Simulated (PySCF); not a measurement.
Correlation energy of Ge⁺ (germanium, charge +1)

[Ar] 3d10 4s1 4p1 4d1, one real determinant (an excited configuration). Computed with PySCF 2.14 in aug-cc-pwCVDZ-PP with ECP10MDF (6s5p4d1f, 48 functions), with a scalar-relativistic core potential. Frozen: 3s2 3p6 3d10; 3 electrons correlated.

MP2 pair energies summed by pair of shells (mhartree):

```csv
pair,energy,share (%)
4s-4p,-2.24,41.6
4p-4d,-1.72,32.0
4s-4d,-1.43,26.5
```

Total MP2 correlation energy: -5.39 mhartree.

Same-spin part -5.39 and opposite-spin part 0.00 mhartree; SCS-MP2 scales them by 1/3 and 6/5 to -1.80 mhartree.

The reference is one real determinant that mixes LS terms of this configuration.
